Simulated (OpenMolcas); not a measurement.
An atom or ion with 31 electrons was computed by XMS-RASPT2, IPEA 0.25 Eh, imaginary shift 0.1 Eh with spin-orbit coupling (OpenMolcas, ANO-RCC-VTZP, DKH2). The lowest levels that the run gave, each within 12 % of the measured value where one is at hand:

| J | Parity | E (cm⁻¹) | g |
| --- | --- | --- | --- |
| 1/2 | odd | 0.0 | 0.666 |
| 3/2 | odd | 7350 | 1.334 |
| 1/2 | even | 104700 | 2.665 |
| 3/2 | even | 107680 | 1.733 |
| 5/2 | even | 111640 | 1.596 |
| 3/2 | even | 140150 | 0.803 |
| 5/2 | even | 140840 | 1.206 |
| 1/2 | even | 171370 | 1.845 |
| 1/2 | even | 183070 | 0.829 |
| 3/2 | even | 186730 | 1.332 |

Problem. Which ion is it, and what are the configurations and terms?

Solution. Kr VI (Z = 36, charge +5; active space 3 electrons in 9 orbitals (RAS2 4s 4p; RAS3 4d, at most 2 electrons)). J, parity and g give the terms where levels are pure, and mixed ones are named by the computed weights; the size of the splittings, set against known spectra of the 31-electron sequence, gives the charge. In order, with the measured energies in cm⁻¹ (Saloman, J. Phys. Chem. Ref. Data 36, 215 (2007)): 4s² 4p ²P°_1/2, 4s² 4p ²P°_3/2 (8110), 4s 4p² ⁴P_1/2 (107836), 4s 4p² ⁴P_3/2 (111193), 4s 4p² ⁴P_5/2 (115479), 4s 4p² ²D_3/2 (141672), 4s 4p² ²D_5/2 (142727), 4s 4p² ²S_1/2 (170084), 4s 4p² ²P_1/2 (180339), 4s 4p² ²P_3/2 (183817).

Term energies are means over components that CASPT2 splits; among the terms shown or strongly mixed into the levels shown the widest spread is 12 cm-1 (4s 4p² ²P). Active for correlation alone: 4d; no level in the range computed is led by a configuration that fills it, so any true level of that kind is missing. Measured partners are found by configuration, term and J. A level has none where our copy of the source lacks it or the pairing is in doubt (some pairs that miss far off the trend of their configuration count as doubtful), and it then counts in no deviation. Only configurations of the active space appear.

° marks odd parity.
